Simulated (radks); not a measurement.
Question: The nitrogen anion N3-, [Ne], held by a Watson sphere: a shell of charge +3 at radius R that stands for the Madelung well of a crystal (potential energy -3/R inside, -3/r outside, in hartree with lengths in bohr). Method: non-relativistic Kohn-Sham, LB94 model potential, spin-unpolarised, spherical densities, point nucleus; computed with a radial shooting solver on a logarithmic mesh with Libxc functionals. Response by self-consistent Sternheimer equations with the Hartree and adiabatic LDA kernel. The sphere does not respond.

| R (bohr) | e(1s) (eV) | e(2s) (eV) | e(2p) (eV) | <r> 2p (bohr) | sum of <r^2> (bohr^2) | X-ray form factor at sin(theta)/lambda = 0.3 1/angstrom | alpha (bohr^3) |
|---|---|---|---|---|---|---|---|
| 2.94 | -398.75 | -18.272 | -8.430 | 2.064 | 40.43 | 3.225 | 51.91 |
| 3.19 | -398.42 | -17.505 | -7.710 | 2.147 | 43.84 | 3.230 | 66.60 |
| 3.27 | -398.32 | -17.285 | -7.499 | 2.173 | 44.96 | 3.231 | 72.02 |
| 3.67 | -397.81 | -16.342 | -6.561 | 2.302 | 50.82 | 3.240 | 105.3 |

Estimate the row for R = 1.85 bohr.

Answer: e(1s) (eV) -399.43; e(2s) (eV) -23.591; e(2p) (eV) -12.825; <r> 2p (bohr) 1.670; sum of <r^2> (bohr^2) 26.68; X-ray form factor at sin(theta)/lambda = 0.3 1/angstrom 3.404; alpha (bohr^3) 16.18.
